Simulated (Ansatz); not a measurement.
Consider the ligand exchange at the Si–S bond: `CS[Si](F)(F)F` + H₂S → `F[Si](F)(F)S` + CH₃SH.

Computed with Ansatz on PBE0-D4/def2-TZVP structures; ΔE is electronic, products minus reactants. CCSD(T)/CBS is the MP2 limit (def2-TZVPP, def2-QZVPP) plus CCSD(T) − MP2 in def2-TZVPP, frozen cores. This one scheme is used for every species. DFT in def2-TZVPP. Each species was taken in one conformer, which may not be the lowest.

```tsv
level	ΔE (kJ/mol)
CAM-B3LYP-D4	3.3
CCSD/def2-SVP	4.3
```

(1) What does CCSD(T)/CBS give? (An estimate is asked.)

(2) What do rigid-rotor, harmonic-oscillator terms from PBE0-D4/def2-TZVP frequencies (298.15 K, 1 bar) make of the CCSD(T)/CBS value? (Estimate.)

Largest T1 diagnostic among the species: 0.012.

## Answers

(1) The calculation gave: +3.2 kJ/mol. The listed levels differ from it by 0.1, 1.1 kJ/mol.

(2) Ansatz gave: ΔZPE = +2.6 kJ/mol, ΔH = +3.6 kJ/mol, ΔS = 9 J/(mol·K), ΔG = +0.9 kJ/mol. Modes under 50 cm⁻¹ make the entropy rough.

The D4 term adds +4.6 kJ/mol with B3LYP and +2.7 kJ/mol with PBE0; it sums over pairs of atoms, weighted by their polarisabilities, and B3LYP, whose exchange is more repulsive, gets the larger term. Leaving LDA and LC-ωPBE aside and taking each functional with its dispersion term where it has one, the values, not all of them listed here, spread over 4.3 kJ/mol, from B2PLYP to BLYP-D4.

B3LYP here is the variant with VWN-RPA as its local correlation; programs differ in this.
